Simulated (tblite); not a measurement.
Species: C8H12F2O.
Atom-mapped SMILES: `[CH3:1][CH2:2][C@@H:3]1[C@H:4]([CH3:5])[CH2:6][C@:7]1([F:8])[C:9](=[O:10])[F:11]` (hydrogens: H12, H13, H14 on C1; H15, H16 on C2; H17 on C3; H18 on C4; H19, H20, H21 on C5; H22, H23 on C6)

Structure optimised with GFN2-xTB, isolated species.

Task: Give the optimised bond lengths and angles.

Result: 
```tsv
bond	length (Å)	order
C1–C2	1.525	single
C2–C3	1.520	single
C3–C4	1.550	single
C4–C5	1.519	single
C4–C6	1.541	single
C6–C7	1.542	single
C7–F8	1.377	single
C7–C9	1.497	single
C9=O10	1.183	double
C9–F11	1.352	single
C3–C7	1.556	single
C1–H12, C1–H13, C1–H14	1.088	single
C2–H15	1.090	single
C2–H16	1.092	single
C3–H17	1.093	single
C4–H18	1.091	single
C5–H19, C5–H20, C5–H21	1.087	single
C6–H22	1.087	single
C6–H23	1.087	single
```

Bonds in one row agree within 0.01 Å and their mean is given. Orders are formal, as drawn. A selection of angles:
```tsv
angle	degrees
C2–C1–H12	110.4
C2–C1–H13	111.0
H12–C1–H13	108.1
C1–C2–C3	111.2
C1–C2–H15	109.7
C1–C2–H16	109.6
C3–C2–H15	110.4
C3–C2–H16	108.1
H15–C2–H16	107.8
C2–C3–C4	120.2
C2–C3–C7	118.6
C2–C3–H17	109.2
C4–C3–C7	89.6
C4–C3–H17	110.7
C7–C3–H17	106.9
C3–C4–C5	116.4
C3–C4–C6	89.2
C3–C4–H18	113.2
C5–C4–C6	113.5
C5–C4–H18	109.4
C6–C4–H18	114.1
C4–C5–H19	109.5
C4–C5–H20	110.8
H19–C5–H20	108.4
H20–C5–H21	109.0
C4–C6–C7	90.4
C4–C6–H22	114.4
C4–C6–H23	115.5
C7–C6–H22	110.7
C7–C6–H23	114.8
H22–C6–H23	109.9
C6–C7–F8	114.2
C6–C7–C9	114.1
F8–C7–C9	109.5
C3–C7–C6	89.0
C3–C7–F8	113.4
C3–C7–C9	115.6
C7–C9–O10	127.9
C7–C9–F11	112.5
O10–C9–F11	119.7
```

Dihedral angles: C1–C2–C3–C4 175° (antiperiplanar); C2–C3–C4–C5 -17° (synperiplanar); C3–C4–C6–C7 10° (synperiplanar); C4–C6–C7–F8 -125° (anticlinal); C6–C7–C9–O10 -43° (synclinal); C2–C3–C7–C6 135° (anticlinal).

The 4-membered ring C3–C4–C6–C7 has internal angles of 89.0° to 90.4° (sum 358°, against 360° for a flat polygon); it is slightly puckered (a soft mode that the optimisation may not have finished), 0.07 Å rms from its mean plane, widest ring torsion 10°. The 8 C–C bonds span 1.497 Å (C7–C9, drawn single) to 1.556 Å (C3–C7, drawn single), a spread of 0.059 Å. The C–F distances run from 1.352 Å (C9–F11, drawn single) to 1.377 Å (C7–F8, drawn single), a spread of 0.025 Å. Of the pairs four or more bonds apart, O10···H20 is among the closest relative to their van der Waals radii: 2.50 Å, 92 % of the sum of Bondi's values.

Point group: C1 (no symmetry element, even within 0.4 Å). Its GFN2-xTB frequencies are all real (lowest 40 cm⁻¹). The numbers are those of one conformer.

These are computed values.
